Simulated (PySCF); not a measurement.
SCF from a fresh guess for quartet CrCl3, at the PBE0 minimum. PySCF input:

```python
from pyscf import gto, scf, dft
mol = gto.M(atom='''
Cr    -0.000000    -0.000000     0.000000
Cl     2.130447     0.000008     0.000000
Cl    -1.065230     1.845017    -0.000000
Cl    -1.065217    -1.845025     0.000000''',
    basis={'Cr': 'def2-SVP', 'Cl': 'def2-SVP'},
    charge=0, spin=3)
mf = dft.UKS(mol, xc='PBE0')
mf.grids.atom_grid = (50, 194)
aux = {'Cr': 'def2-universal-JKFIT', 'Cl': 'def2-universal-JKFIT'}
mf = mf.density_fit(auxbasis=aux)
mf.conv_tol = 1e-08
mf.diis_space = 10
mf.max_cycle = 60
mf.init_guess = 'minao'
mf.verbose = 4
mf.kernel()
```

Excerpt of the output (cycles alone):

```
init E= -2423.88020167419
cycle= 1 E= -2423.71892264372  delta_E= 0.161  |g|= 0.704  |ddm|= 2.18
cycle= 2 E= -2422.40560300041  delta_E= 1.31  |g|= 1.53  |ddm|= 2.27
cycle= 3 E= -2423.95001215777  delta_E= -1.54  |g|= 0.121  |ddm|=  2.1
cycle= 4 E= -2423.96147686534  delta_E= -0.0115  |g|= 0.058  |ddm|= 0.211
cycle= 5 E= -2423.96357751808  delta_E= -0.0021  |g|= 0.0154  |ddm|= 0.0678
cycle= 6 E= -2423.96412501676  delta_E= -0.000547  |g|= 0.0128  |ddm|= 0.0647
cycle= 7 E= -2423.96422893806  delta_E= -0.000104  |g|= 0.00456  |ddm|= 0.012
cycle= 8 E= -2423.96425714386  delta_E= -2.82e-05  |g|= 0.000974  |ddm|= 0.0135
cycle= 9 E= -2423.96425816275  delta_E= -1.02e-06  |g|= 0.00032  |ddm|= 0.00265
cycle= 10 E= -2423.9642582321  delta_E= -6.94e-08  |g|= 0.000166  |ddm|= 0.000756
cycle= 11 E= -2423.96425824992  delta_E= -1.78e-08  |g|= 3.29e-05  |ddm|= 0.000224
cycle= 12 E= -2423.9642582507  delta_E= -7.86e-10  |g|= 8.47e-06  |ddm|= 5.3e-05
Extra cycle  E= -2423.96425825031  delta_E= 3.95e-10  |g|= 2.83e-05  |ddm|= 3.06e-05
converged SCF energy = -2423.96425825031  <S^2> = 3.8560218  2S+1 = 4.0526642
```

No lower solution of this spin was found from smeared starts or by a stability analysis within the unrestricted form.

With open d or f shells other occupations or spin states may lie lower.

The search for the lowest solution, 3 starts and the stability check together, took 18 s on 2 threads of a shared Intel Xeon Platinum 8488C (Sapphire Rapids) host, with 85 basis functions; the process peaked at 0.44 GiB. Launch command: `OMP_NUM_THREADS=2 python axn.py task.json out`.
